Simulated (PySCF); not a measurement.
# Energy of Ce²⁺ (cerium, charge +2) between two integer charges

The 4f alpha orbital of [Xe] 4f2 is emptied in steps (occupation f), with all orbitals relaxed, ending at [Xe] 4f1. Calculation: PySCF 2.14, in def2-TZVP with the def2 core potential (28 electrons) (10s7p5d4f1g, 93 functions); a scalar-relativistic core potential. The exact energy is a straight line in f; departures are measured from the line between the end points of the same method.

| f | BLYP (eV) |
| --- | --- |
| 1 | 0.000 |
| 0.75 | -1.424 |
| 0.5 | -1.924 |
| 0.25 | -1.461 |
| 0 | 0.000 |

```json
{"method": "BLYP", "E(f=0) − E(f=1) (eV)": "21.127", "−ε at f=1 (eV)": "13.641", "−ε at f=0.5 (eV)": "21.028"}
```

Orbital energy along the path (eV):

| f | BLYP |
| --- | --- |
| 1 | -13.641 |
| 0.75 | -17.250 |
| 0.5 | -21.028 |
| 0.25 | -24.954 |
| 0 | -29.008 |

Reference removal energy between the ground levels: 20.197 eV (semi-empirical (NIST evaluation); NIST Atomic Spectra Database, ionization energies). The calculation has no spin-orbit coupling.
